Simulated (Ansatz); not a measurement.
Reaction (ligand exchange at a W–C bond): `[CH3][W](=[NH])(=[NH])[Cl]` + CH₃OH → `C[O][W](=[NH])(=[NH])[Cl]` + CH₄

Program: Ansatz. Geometries: PBE0-D4/def2-TZVP. ΔE: electronic, gas phase. CCSD(T)/CBS is the MP2 limit (def2-TZVPP, def2-QZVPP) plus CCSD(T) − MP2 in def2-TZVPP, frozen cores. This one scheme is used for every species. DFT in def2-TZVPP. HSE06 is defined as in plane-wave codes. def2 core potentials past Kr. For W outer-core shells are correlated without core-valence functions, which leaves a few kJ/mol of doubt a bond. One conformer a species, not always the lowest.

`[CH3][W](=[NH])(=[NH])[Cl]`:

```xyz
10

C     0.437   -1.222    0.778
W    -0.368    0.213   -0.546
N    -1.300    1.246    0.503
N     1.045    1.024   -1.164
Cl   -1.637   -0.732   -2.206
H     1.042   -0.780    1.570
H    -0.389   -1.773    1.239
H     1.066   -1.911    0.204
H    -1.543    2.119    0.945
H     1.647    1.817   -1.322
```

CH₃OH:

```xyz
6

C     0.074   -0.307    0.165
O    -0.734    0.720   -0.362
H    -0.595   -1.048    0.602
H     0.746    0.053    0.954
H     0.675   -0.804   -0.607
H    -0.165    1.386   -0.752
```

`C[O][W](=[NH])(=[NH])[Cl]`:

Cartesian coordinates in Å:
```
C 1.598 0.539 1.105
O 0.789 -0.486 0.588
W -0.573 -0.630 -0.682
N -0.848 0.965 -1.342
N -2.009 -1.236 0.101
Cl -0.025 -2.041 -2.407
H 1.268 0.792 2.116
H 2.630 0.179 1.152
H 1.556 1.431 0.475
H -1.431 1.760 -1.556
H -2.953 -1.272 0.449
```

CH₄:

Cartesian coordinates in Å:
```
C 0.000 0.000 0.000
H -0.233 -1.040 0.226
H -0.908 0.599 0.068
H 0.406 0.070 -1.009
H 0.734 0.371 0.714
```

(1) Is it downhill or uphill in electronic energy at CCSD(T)/CBS, and by how much? (An estimate is asked.)

(2) What do these levels give: r2SCANh-D4, ωB97X-V, B2PLYP, PBE-QIDH, PBE, HSE06, BHLYP, CAM-B3LYP, LC-ωPBE, HF/def2-SVP, MP2/def2-QZVPP, MP2/CBS(def2)? (An estimate is asked.)

Largest T1 diagnostic among the species: 0.020.

Answers

(1) Ansatz gave: Downhill: ΔE = -112.0 kJ/mol.

(2) Computed: r2SCANh-D4 -122.5, ωB97X-V -120.7, B2PLYP -122.7, PBE-QIDH -114.2, PBE -117.6, HSE06 -113.3, BHLYP -121.5, CAM-B3LYP -125.3, LC-ωPBE -119.4, HF/def2-SVP -125.1, MP2/def2-QZVPP -113.2, MP2/CBS(def2) -112.3 kJ/mol.

Leaving LDA and LC-ωPBE aside and taking each functional with its dispersion term where it has one, the values, not all of them listed here, spread over 15.3 kJ/mol, from B97M-V to PBE-QIDH. In def2-TZVPP, CCSD(T) changes the Hartree–Fock value by +6.6 kJ/mol (the triples alone add −2.6 kJ/mol) and MP2 by +6.3 kJ/mol. From PBE to PBE0 (25 % exact exchange), in def2-TZVPP and without D4, ΔE moves by +4.1 kJ/mol.
